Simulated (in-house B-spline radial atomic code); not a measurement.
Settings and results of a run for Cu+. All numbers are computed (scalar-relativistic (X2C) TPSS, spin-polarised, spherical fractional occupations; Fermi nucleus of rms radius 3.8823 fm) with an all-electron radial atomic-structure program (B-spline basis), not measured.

Command:
```bash
python run_scf.py task.json out
```
Settings (nuclear radius in fm, mass in u):
```
Z                29
configuration    [Ar] 3d10
hamiltonian      x2c
method           tpss,tpss
spin_polarised   True
nucleus          fermi
rms_radius       3.8823
atomic_mass      62.9296
speed_of_light   137.035999084
```

Output (hartree, bohr):
```
 radial grid: 74 intervals, B-splines of order 8, outer radius 40.5882 bohr

 iter        energy (Eh)    residual
    1       -1654.549951    4.14e-02
    2       -1654.551702    9.02e-04
    3       -1654.551717    1.11e-03
    4       -1654.551722    6.88e-04
    5       -1654.551565    2.14e-03
    6       -1654.551743    1.03e-04
    7       -1654.551743    1.63e-05
    8       -1654.551743    4.72e-07
    9       -1654.551743    3.54e-08

 total energy                     -1654.55174
 kinetic                            1682.9614
 electron-nucleus                  -3979.2592
 Hartree                             709.6391
 exchange-correlation                -67.8931

 orbital      occ     eigenvalue          <r>       <r^2>       <1/r>       r_max
 1s up      1.000      -325.8757    0.0517528  0.00361516     29.6521     0.03371
 1s down    1.000      -325.8757    0.0517528  0.00361516     29.6521     0.03371
 2s up      1.000       -39.4381     0.234651   0.0650404     6.41186      0.1963
 2s down    1.000       -39.4381     0.234651   0.0650404     6.41186      0.1963
 2p up      3.000       -34.0260     0.206271   0.0522115     6.21739       0.158
 2p down    3.000       -34.0260     0.206271   0.0522115     6.21739       0.158
 3s up      1.000        -4.5698     0.712676    0.587585     2.00364      0.6133
 3s down    1.000        -4.5698     0.712676    0.587585     2.00364      0.6133
 3p up      3.000        -2.9852     0.751076     0.66785     1.83763      0.6199
 3p down    3.000        -2.9852     0.751076     0.66785     1.83763      0.6199
 3d up      5.000        -0.4945      1.01273     1.41489     1.38254      0.6037
 3d down    5.000        -0.4945      1.01273     1.41489     1.38254      0.6037
```

Time taken, with all properties: 0.4 s on 1 thread of Arm Neoverse V2 (shared host).

One-electron X2C: radii and densities carry no picture-change correction, so inner-shell <1/r> comes out high (for 1s by about 2 % at Z = 33, 5 % at 54, 10 % at 75, 30 % at 118) and <r> low.
